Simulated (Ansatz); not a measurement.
Single points on C7H20BN⁺, that is B(NH2tBu)Me3 with one electron fewer.

```yaml
crystal:
  periodic: [false, false, false]
  atoms:
    - {symbol: B, position_ang: [-0.386580, -0.595189, -1.285350]}
    - {symbol: N, position_ang: [-0.303551, -0.496922, 0.426018]}
    - {symbol: C, position_ang: [0.347622, 0.531542, 1.313349]}
    - {symbol: C, position_ang: [0.071738, 0.119947, 2.764760]}
    - {symbol: C, position_ang: [1.851828, 0.543094, 1.053104]}
    - {symbol: C, position_ang: [-0.264718, 1.901314, 1.033318]}
    - {symbol: H, position_ang: [-1.291195, -0.553437, 0.696309]}
    - {symbol: H, position_ang: [0.082666, -1.411465, 0.683090]}
    - {symbol: H, position_ang: [-1.010816, 0.092381, 2.974405]}
    - {symbol: H, position_ang: [0.529048, 0.837515, 3.462948]}
    - {symbol: H, position_ang: [0.492231, -0.875702, 2.985078]}
    - {symbol: H, position_ang: [2.290579, -0.458576, 1.192292]}
    - {symbol: H, position_ang: [2.079021, 0.875287, 0.032495]}
    - {symbol: H, position_ang: [2.341401, 1.227659, 1.762463]}
    - {symbol: H, position_ang: [-0.035488, 2.240368, 0.015269]}
    - {symbol: H, position_ang: [-1.360769, 1.881988, 1.148004]}
    - {symbol: H, position_ang: [0.137543, 2.636053, 1.747368]}
    - {symbol: C, position_ang: [1.111109, -0.723753, -1.892853]}
    - {symbol: H, position_ang: [1.747055, -1.470176, -1.378870]}
    - {symbol: H, position_ang: [1.679632, 0.222348, -1.932966]}
    - {symbol: H, position_ang: [1.029480, -1.069010, -2.939192]}
    - {symbol: C, position_ang: [-1.232542, 0.666341, -1.854189]}
    - {symbol: H, position_ang: [-1.527278, 0.441333, -2.894977]}
    - {symbol: H, position_ang: [-0.677110, 1.619617, -1.899282]}
    - {symbol: H, position_ang: [-2.177435, 0.861129, -1.310703]}
    - {symbol: C, position_ang: [-1.219515, -1.991202, -1.428360]}
    - {symbol: H, position_ang: [-2.230846, -1.960027, -0.975523]}
    - {symbol: H, position_ang: [-0.698884, -2.871771, -1.001250]}
    - {symbol: H, position_ang: [-1.374237, -2.220717, -2.496747]}
basis:
  gaussian: {orbitals: def2-TZVP, initial_orbitals: start.molden}
total_charge: 1
magnetization: {spin_polarized: true, initial_magnetization: 1}
hamiltonian: {xc: pbe, dispersion: d4}
scf: {omitted_lower_state_checks: [starts]}
output: {orbitals: {seedname: orbitals}}
```

The file start.molden holds the orbitals of an earlier run on this structure, at another level or in another basis.

```sh
$ ansatz run in.yaml --threads 4 --pin off --events-out ev --progress --plain --max-ram 6963MiB
```

It prints (some lines left out):

```
Functional definition: PBE
2464 factors; their error is unknown
mean field evaluation 1: about -9733.6193 eV, gradient 8.5e0 eV
mean field evaluation 2: about -9733.8174 eV, gradient 2.5e-1 eV
mean field evaluation 4: about -9733.7332 eV, gradient 1.5e-1 eV
mean field evaluation 8: about -9733.7333 eV, gradient 3.8e-4 eV
mean field evaluation 16: about -9733.7333 eV, gradient 1.8e-5 eV
mean field -9733.73330423 eV, -357.7081011692 hartree, gradient 7.2e-6 eV, S^2 0.751773; 0 other end points of the search recorded, 0 dependent functions left out
reference -9733.73335985 eV, -357.7081032131 hartree; 37, 36 occupied and 362, 363 virtual orbitals, 2464 factors
Total energy: -9734.43064568 eV, -357.7337279947 hartree
Checks for a lower state left out: starts
```

Hardware: 4 threads of Arm Neoverse N1 on a shared host. Wall time 63 s, peak host memory 2.5 GiB.

First input, but with `gaussian: {orbitals: def2-TZVP}`, `hamiltonian: {xc: pbe0, dispersion: d4}` (abridged; 5.2 min):

```
Functional definition: PBE0
mean field evaluation 16: about -9735.4338 eV, gradient 6.0e-3 eV
mean field evaluation 32: about -9735.4337 eV, gradient 1.6e-4 eV
mean field -9735.43374406 eV, -357.7705911800 hartree, gradient 4.1e-6 eV, S^2 0.754290
Total energy: -9736.03135071 eV, -357.7925528195 hartree
Checks for a lower state left out: starts
```

First input, but with `hamiltonian: {xc: {name: LC-wPBE}}` (abridged; 78 s):

```
Functional definition: LC-wPBE
mean field -9741.59946552 eV, -357.9971772645 hartree, gradient 6.9e-6 eV, S^2 0.756769
Total energy: -9741.59946553 eV, -357.9971772649 hartree
Checks for a lower state left out: starts
```

Geometry: r2SCAN-D4/def2-SVP, that of the neutral singlet.

LC-ωPBE has ω = 0.4 bohr⁻¹. At PBE-D4/def2-TZVP an occupied level of the charge 1 doublet lies above an empty one (by up to 0.09 eV), so this SCF solution is probably not the lowest. At PBE-D4/def2-TZVP the gap within one spin of the charge 1 doublet nearly closes, so an electron or hole may be smeared out by delocalisation error.
